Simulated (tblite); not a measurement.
hydrogen peroxide (H2O2), singlet, at a GFN2-xTB geometry; GFN1-xTB (tblite 0.6.0).

Here is a job for tblite.
```
$ tblite run mol.xyz --method gfn1 --charge 0 --spin 0 --json tblite.json --no-restart

# file mol.xyz
4

O     -0.02311961     0.70996455    -0.01256427
O      0.02311961    -0.70996455     0.01256427
H      0.91389752     0.94248526    -0.03262698
H     -0.91389752    -0.94248526     0.03262698
```

The log (banner, timings and long lists left out):

```
xTB calculator
 | screened Coulomb repulsion
 | Coulomb electrostatics
 |  * isotropic Klopman-Ohno-Mataga-Nishimoto electrostatics
 |  * onsite third-order electrostatics
 | DFT-D3(BJ) dispersion correction

halogen bonding energy    0.0000000000000E+00 Eh
repulsion energy          3.6816180564336E-02 Eh
dispersion energy        -3.1786680649725E-04 Eh
number of electrons       1.4000000000000E+01 e
integral cutoff           1.9731147476801E+01 bohr

------------------------------------------------------------
  cycle        total energy    energy error   density error
------------------------------------------------------------
      1     -10.32634936494  -1.0362848E+01   4.9380115E-01
      2     -10.35127892801  -2.4929563E-02   2.4712283E-01
      3     -10.35665904953  -5.3801215E-03   3.8202282E-02
      4     -10.35681039000  -1.5134047E-04   7.7750444E-03
      5     -10.35682821166  -1.7821654E-05   1.2269961E-04
      6     -10.35682821611  -4.4546944E-09   1.1726181E-06
------------------------------------------------------------

electronic energy        -1.0393326529869E+01 Eh
total energy             -1.0356828216111E+01 Eh

Post processing:
 | Mayer-Wiberg bond orders

[Info] JSON dump of results written to 'tblite.json'
```
